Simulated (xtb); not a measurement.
Harmonic IR lines of one isomer of C₃H₅N, unscaled. Level of theory: GFN2-xTB (xtb).

wavenumber (cm⁻¹): 322 (w), 759 (vs), 857 (w), 867 (w), 986 (w), 1121 (vw), 1220 (w), 1355 (m), 1465 (w), 1523 (m), 2087 (vw), 3029 (w), 3036 (w), 3042 (w)

Task: Identify which structure gives these lines.
(A) `C=C=CN`
(B) `NC1=CC1`
(C) `[H]/N=C\C=C`
(D) `C#CNC`

Result: A, `C=C=CN`
